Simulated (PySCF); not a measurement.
SbBr under electron impact: the energy ladder

PBE in PySCF with def2-TZVPPD on every atom (core potentials on Sb), for the lowest determinant that a PBE0 search found; no spin–orbit coupling.

| species | state (unpaired electrons) | Re (Å) | ωe (cm⁻¹) | energy of the minimum from the neutral (eV) | De (eV) | dissociates to |
| --- | --- | --- | --- | --- | --- | --- |
| SbBr | triplet (π ↑↑) | 2.512 | 250 | 0.00 | 3.03 | Sb + Br |
| SbBr⁺ | doublet (π ↑) | 2.406 | 300 | 8.27 | 3.72 | Sb⁺ + Br |
| SbBr⁻ | doublet (π ↑) | 2.660 | 191 | -1.32 | 0.85 | Sb + Br⁻ |

Q: Work out the lowest energy to break SbBr into atoms, from its vibrational ground state.

A: D0 = De − ωe/2 = 3.03 − 0.02 = 3.01 eV (PBE/def2-TZVPPD).

Q: Work out the ionisation energy of the Sb atom at this level and the threshold of dissociative ionisation.

A: IE(Sb) = 8.27 + 3.72 − 3.03 = 8.96 eV, so Sb⁺ + Br + e⁻ appears at D0 + IE(Sb) = 11.97 eV (PBE/def2-TZVPPD). The measured IE(Sb) is 8.608 eV (NIST ASD).

Q: Work out the electron affinity of the Br atom and the threshold of dissociative attachment.

A: EA(Br) = 3.03 − 0.85 − (-1.32) = 3.50 eV, so Sb + Br⁻ needs D0 − EA(Br) = -0.49 eV (negative: it is exothermic at zero electron energy) (PBE/def2-TZVPPD). The measured EA(Br) is 3.364 eV.

Q: At which energy does ion-pair formation open?

A: Sb⁺ + Br⁻ lies at D0 + IE(Sb) − EA(Br) = 8.47 eV (PBE/def2-TZVPPD).

These are thermodynamic thresholds; the onsets seen under electron impact lie higher where the geometry changes, and cross-sections peak well above them.

Spin–orbit coupling is left out, which matters for elements this heavy, above all for dissociation energies. For an ion De counts to the pair picked by the measured ionisation energies or electron affinities, which need not be the lowest pair at this level. The highest Kohn–Sham level is positive in this anion. Much of that is self-interaction error, but it also means that the finite basis helps to hold the extra electron. States were picked by a PBE0 search and need not be the measured ground states.
